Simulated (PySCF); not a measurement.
Gas-phase equilibrium of 1 mol NaCl, 62 mol H2O at 2500 K and 1.00 bar, among 21 species (ClO, O2, HCl, O, HO2, H2O, H, HOCl, Na, H2O2, O3, Na2, H2, Na2(OH)2, NaCl, NaOH, Cl, Cl2, Na2O, Na2Cl2, OH). Only gases are allowed; each row takes one source of thermochemistry for all species, and Cantera finds the minimum.

Computed with PySCF and rigid-rotor harmonic-oscillator thermochemistry at 1 bar. 'Table' is the NASA 1993 thermochemical table (part measured, part estimated). † marks an energy on the PBE0/def2-TZVP geometry and frequencies. Open shells (unrestricted) among the columns below: O2 (multiplicity 3), H (multiplicity 2), Na (multiplicity 2), OH (multiplicity 2, electronic degeneracy 4); the rest are closed-shell singlets. Spin-orbit splitting is ignored; it lowers the true energy and changes the entropy of OH. The harmonic model lacks anharmonicity and excited electronic states, which grow with temperature; levels with a mode under 35 cm⁻¹ are left out. The table's entry may be an old estimate for OH (not checked at source).

Molecules larger than those listed are left out. Table species left out: NaH, NaO.

Mole fractions:

| thermochemistry | x H2O | x H2 | x O2 | x OH | x H | x HCl | x Na | x NaCl |
|---|---|---|---|---|---|---|---|---|
| table | 0.89 | 0.042 | 0.016 | 0.023 | 0.0051 | 0.0069 | 0.0038 | 0.0079 |
| PBE/def2-TZVP† | 0.78 | 0.11 | 0.055 | 0.016 | 0.014 | 0.010 | 0.0076 | 0.0041 |
| PBE0/def2-SVP† | 0.76 | 0.11 | 0.053 | 0.030 | 0.018 | 0.0093 | 0.0083 | 0.0047 |
| r2SCAN/def2-TZVP† | 0.77 | 0.11 | 0.050 | 0.036 | 0.011 | 0.0084 | 0.0052 | 0.0057 |
| LDA/def2-TZVP† | 0.91 | 0.040 | 0.022 | 0.0019 | 0.0037 | 0.010 | 0.0057 | 0.0050 |
| ωB97M-V/def2-TZVP† | 0.84 | 0.068 | 0.028 | 0.031 | 0.0078 | 0.0082 | 0.0043 | 0.0063 |
The most sensitive of these is OH: it spans a factor of 10^1.3 over these rows; at this temperature one factor of ten is RT ln 10 = 48 kJ/mol.
